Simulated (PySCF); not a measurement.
## Property card for `CC(C)[SiH2]O[SiH2][SiH3]`

C3H14OSi3.
Cartesian coordinates in Å at the PBE0-D3(BJ)/def2-SVP level; atoms count from 1:
```
atom  x, y, z in Å
C1    -1.1835   -0.0621   -1.4493
C2    -1.2512   -0.2287    0.0674
C3    -2.6728   -0.5010    0.5574
Si4   -0.5231    1.2679    0.9530
O5     1.0136    1.5837    0.3905
Si6    2.5768    1.0259    0.4193
Si7    2.6234   -1.3037    0.1040
H8    -1.5614   -0.9599   -1.9664
H9    -0.1543    0.1160   -1.7966
H10   -1.7969    0.7912   -1.7837
H11   -0.6147   -1.0878    0.3557
H12   -3.0901   -1.4040    0.0815
H13   -2.7165   -0.6541    1.6476
H14   -3.3483    0.3356    0.3119
H15   -1.3553    2.4793    0.6867
H16   -0.4747    1.0136    2.4285
H17    3.2241    1.3602    1.7276
H18    3.3383    1.7073   -0.6694
H19    1.8822   -1.9904    1.2091
H20    1.9774   -1.6735   -1.1942
H21    4.0355   -1.7987    0.0991
```

Some functional groups and rings: Si–H bond, siloxane link and C–Si bond.

From PBE0-D3(BJ)/def2-SVP geometry optimisation, gas phase (PySCF):

```yaml
Point_group: C1
Rotational_constants_A_B_C: 1.956, 0.813, 0.669 GHz
```

From wB97X-D/def2-SVPD ground state, ΔSCF and vertical TDDFT (core frozen in the response) (PySCF):

```yaml
Dipole_moment: 0.90 D
HOMO_energy: -9.50 eV
LUMO_energy: 1.33 eV
HOMO–LUMO_gap: 10.83 eV
Lowest_singlet_excitation: 6.33 eV (196 nm, f = 0.016)
Strongest_line_among_the_10_lowest_singlet_transitions: S6 at 7.72 eV (161 nm, f = 0.157)
Lowest_triplet_excitation_Tamm–Dancoff: 5.71 eV
Static_isotropic_polarisability: 122.4 au
Vertical_ionisation_energy: 9.55 eV
Electronic_spatial_extent_⟨r²⟩_about_the_centre_of_nuclear_charge: 1869 bohr²
```

From HF/pcSseg-1 ground state and GIAO shieldings, non-relativistic (PySCF):

```yaml
13C_chemical_shifts_computed_TMS_as_zero_by_class: 15.8 (C1/C3), 10.2 (C2) ppm
1H_chemical_shifts_computed_TMS_as_zero_by_class: 4.81 (H17/H18), 4.16 (H15/H16), 3.29 (H19/H20/H21), 1.00 (H8/H9/H10/H12/H13/H14), 0.29 (H11) ppm
Isotropic_shieldings_of_nuclei_other_than_C_and_H_by_class: 342 (O5), 407 (Si4), 424 (Si6), 487 (Si7) ppm
```

From delta-SCF UKS SCAN, pcX-2 on the ionised atom, pcseg-1 elsewhere, spin-free X2C; 2p3/2 from a spin–orbit splitting computed afterwards within the 2p shell (PySCF):

```yaml
Core_binding_energies: Si2p3/2 106.5 (Si7), Si2p3/2 107.0 (Si4), Si2p3/2 107.1 (Si6), C1s 290.1 (C2), C1s 290.5 (C1/C3), O1s 537.5 (O5), Si1s 1846.2 (Si7), Si1s 1846.9 (Si4), Si1s 1847.0 (Si6) eV
```

Monoisotopic mass from the formula: 150.0352 u.

With B = h/(8π²I), that is 505.379 GHz u Å² over I, the principal moments of inertia are 258.4, 621.3 and 754.9 u Å² (most abundant isotopes); the inertial defect Ic − Ia − Ib is -124.8 u Å² (zero for a rigid planar frame, negative otherwise). The ΔSCF ionisation energy exceeds −ε(HOMO) by 0.05 eV with wB97X-D. The principal polarisabilities are 109.9, 125.0 and 132.3 au; their mean is the isotropic value. No computed singlet falls in the visible range (750 to 380 nm, 1.65 to 3.26 eV); S1 lies 3.07 eV above its blue end.

 NMR classes are plain means over equivalent atoms (diastereotopic ones count apart unless rotation or inversion swaps them), as if these changed places fast; in this geometry the members of some classes differ.

One conformer stands for the species.
